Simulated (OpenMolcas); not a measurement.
**Ionisation energies of cadmium**

```json
{
  "Program": "OpenMolcas",
  "Basis": "ANO-RCC-VQZP [8s7p5d3f2g1h]",
  "Scalar Hamiltonian": "DKH2, point nucleus",
  "Spin-orbit coupling": "RASSI with atomic mean-field integrals over the reference wave functions, term energies averaged over their components"
}
```

Active shells in each charge state: the valence s, p shells, with orbitals averaged over the low states. Where CASPT2's correlated closed shells are named, they are those of the first ion.

A. CASSCF
B. SS-CASPT2, IPEA 0.25 Eh, imaginary shift 0.1 Eh (closed shells correlated: 4d)
C. SS-CASPT2, IPEA 0.25 Eh, imaginary shift 0.1 Eh (closed shells correlated: none)
D. SS-CASPT2, IPEA 0.25 Eh, imaginary shift 0.1 Eh (closed shells correlated: 4s 4p 4d)
E. SS-CASPT2, IPEA 0 Eh, imaginary shift 0.1 Eh (closed shells correlated: 4d)

Energies in eV between the lowest computed levels, named as in B; reference values from the NIST Atomic Spectra Database with their kind.

```
         From             To       A       B       C       D       E  Spin-orbit share in B          Reference
   Cd 5s² ¹S₀  Cd+ 5s ²S_1/2   8.119   8.848   8.170   8.925   8.844                 +0.000   8.994 (measured)
Cd+ 5s ²S_1/2  Cd2+ 4d¹⁰ ¹S₀  15.556  16.833  15.556  16.969  16.898                 +0.000  16.908 (measured)
```

Error against the reference values, in %:

```
From  Reference     A     B     C     D     E
  Cd   measured  -9.7  -1.6  -9.2  -0.8  -1.7
 Cd+   measured  -8.0  -0.4  -8.0  +0.4  -0.1
```

Mean absolute error over the 2 measured values: A 1.11 eV, B 0.11 eV, C 1.09 eV, D 0.06 eV, E 0.08 eV.
